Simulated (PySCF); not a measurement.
Polarisability and C₆ of Er⁺ (erbium, charge +1)

[Xe] 4f12 6s1, one real determinant. All numbers are calculated (PySCF 2.14, scalar relativity by spin-free X2C-1e, in ANO-RCC-VTZP). Coupled (time-dependent) response in atomic units; α is the mean over directions. The basis has no added diffuse functions, which lowers α and C₆.

```
method  mean α (bohr³)         α xx, yy, zz  C₆ (like pair)  S(−4)
  PBE0           66.09  68.23, 65.01, 65.01           518.5   3469
```

S(−4) is the Cauchy moment in α(ω) = α(0) + S(−4) ω² + …

Spin-orbit coupling is absent.

α(iu) at PBE0:

```
u (hartree)  α(iu) (bohr³)
          0          66.09
     0.0500          58.53
      0.100          44.19
      0.200          24.07
      0.300          15.18
      0.500          8.606
      0.750          5.764
       1.00          4.387
       1.50          2.937
       2.00          2.161
       3.00          1.354
       5.00         0.6964
```

A single London oscillator, α(iu) = α/(1 + u²/ω²), gives C₆ = (3/4) ω α². Matching the computed C₆ needs ω = 4 × 518.5 / (3 × 66.09²) = 0.158 hartree.

For an ion, C₆ is the dispersion term alone; charge-induced terms of lower order in 1/R come first.

The components differ because the open shell of this determinant is not spherical; for a pure term their mean is the scalar polarisability.

⟨L²⟩ = 24.02 against 30 for a pure H term, so this real determinant mixes terms. Spin-orbit coupling, absent here, splits the open shell strongly.
